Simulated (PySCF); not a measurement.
**Spinor energies of Ga²²⁺ (gallium, charge +22)**

Start: [He] 2s2 2p5; 2p1/2 filled at m_j = +1/2; 2p3/2 filled at m_j = -3/2, -1/2, +1/2, +3/2. Calculated with PySCF 2.14 in an even-tempered Gaussian basis (18 s from 6.1 bohr⁻², ratio 2.4; 12 p from 7.9 bohr⁻², ratio 2.4; 5 d from 33 bohr⁻², ratio 2.6; 5 f from 50 bohr⁻², ratio 2.6): generalised Hartree-Fock with the X2C-1e Hamiltonian and a Gaussian nucleus; one run each with spin-orbit coupling (SO) screened by Boettger's factors, then bare. This is a chosen level, not necessarily the ground level.

| spinor shell | electrons | ε, screened SO (eV) | ε, bare SO (eV) | weight of nominal j (bare SO) | rms radius, bare SO (bohr) |
| --- | --- | --- | --- | --- | --- |
| 1s1/2 | 2 | -11506.6 | -11506.7 | 1.000 | 0.0559 |
| 2s1/2 | 2 | -2297.4 | -2297.5 | 1.000 | 0.228 |
| 2p1/2 | 1 | -2170.2 | -2171.7 | 1.000 | 0.200 |
| 2p3/2 | 4 | -2133.2 | -2132.6 | 1.000 | 0.203 |

```
   quantity  screened SO      bare SO
E (hartree)  -1609.04048  -1608.99773
        M_J          1/2          1/2
       ⟨J²⟩        0.750        0.750
       ⟨L²⟩        2.001        2.001
       ⟨S²⟩        0.751        0.751
```

Each row is a mean over spinors that exchange with the open shell spreads, by up to 8.080 eV (2p3/2).
